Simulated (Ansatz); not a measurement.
Species: CH$_{6}$BO, net charge 1, singlet state. It need not be the lowest isomer of its formula. 
Geometry from a B3LYP-D3(BJ)/def2-TZVP (Ansatz, a program for electronic structure) optimisation:
```
O
H 1 0.9743
B 1 1.4222 2 118.40
H 3 1.1756 1 114.77 2 -180.00
H 3 1.1767 4 131.05 1 -180.00
C 1 1.5113 2 113.99 3 180.00
H 6 1.0836 1 104.91 2 -180.00
H 6 1.0849 7 112.53 1 -115.23
H 6 1.0849 7 112.53 8 -129.53
```
Charge +1, spin multiplicity 1.

Parts of the frozen-core correlation energy in 6-31G (Ansatz, hartree). Frozen orbitals: 3; correlated occupied orbitals by spin: 9 and 9; virtual: 27 and 27. No spin-orbit coupling. Non-relativistic.

```csv
term,value
reference (HF),-140.59509
MP2 opposite-spin,-0.20401
MP2 same-spin,-0.05309
CCSD correlation,-0.28821
(T),-0.00510
T1 diagnostic,0.012
largest doubles amplitude,0.031
```
